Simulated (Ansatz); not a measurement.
`C=C(F)[CH2][InH2]` and `C=C(F)[NH][SnH3]` differ in one atom or group.

Ansatz, PBE0-D4/def2-TZVP geometries, multiplicity 1. Each molecule was computed in one conformer, which needn't be the lowest.

Elements past krypton have def2 core potentials.

```json
{"property": "HOMO energy (PBE0/def2-TZVPP) / eV", "`C=C(F)[CH2][InH2]`": "-6.69"}
{"property": "size of the dipole moment (PBE/def2-TZVPP) / D", "`C=C(F)[CH2][InH2]`": "1.59"}
{"property": "size of the dipole moment (ωB97M-V/def2-TZVPP) / D", "`C=C(F)[CH2][InH2]`": "1.69"}
{"property": "LUMO energy (B3LYP/def2-TZVPP) / eV", "`C=C(F)[CH2][InH2]`": "-2.02"}
{"property": "HOMO–LUMO gap (PBE0/def2-TZVPP) / eV", "`C=C(F)[CH2][InH2]`": "4.97"}
{"property": "HOMO–LUMO gap (PBE/def2-TZVPP) / eV", "`C=C(F)[CH2][InH2]`": "3.14"}
```

Q: Give the same properties after the change, and the shifts. (An estimate is asked.)

A: Ansatz gave: 
| property | `C=C(F)[NH][SnH3]` | shift |
| --- | --- | --- |
| HOMO energy (PBE0/def2-TZVPP) / eV | -5.92 | 0.77 |
| size of the dipole moment (PBE/def2-TZVPP) / D | 2.37 | 0.78 |
| size of the dipole moment (ωB97M-V/def2-TZVPP) / D | 2.43 | 0.74 |
| LUMO energy (B3LYP/def2-TZVPP) / eV | -0.56 | 1.46 |
| HOMO–LUMO gap (PBE0/def2-TZVPP) / eV | 5.61 | 0.64 |
| HOMO–LUMO gap (PBE/def2-TZVPP) / eV | 3.70 | 0.56 |

With PBE0 the HOMO rises by 0.77 eV and the LUMO rises by 1.41 eV, so the gap widens by about 0.64 eV. PBE moves the HOMO by 0.84 eV and ωB97M-V by 0.72 eV. Dipoles are sizes alone; their direction can turn.

Positive LUMOs are unbound, so they and the gaps depend on the basis.

B3LYP here is the variant with VWN-RPA as its local correlation; programs differ in this.
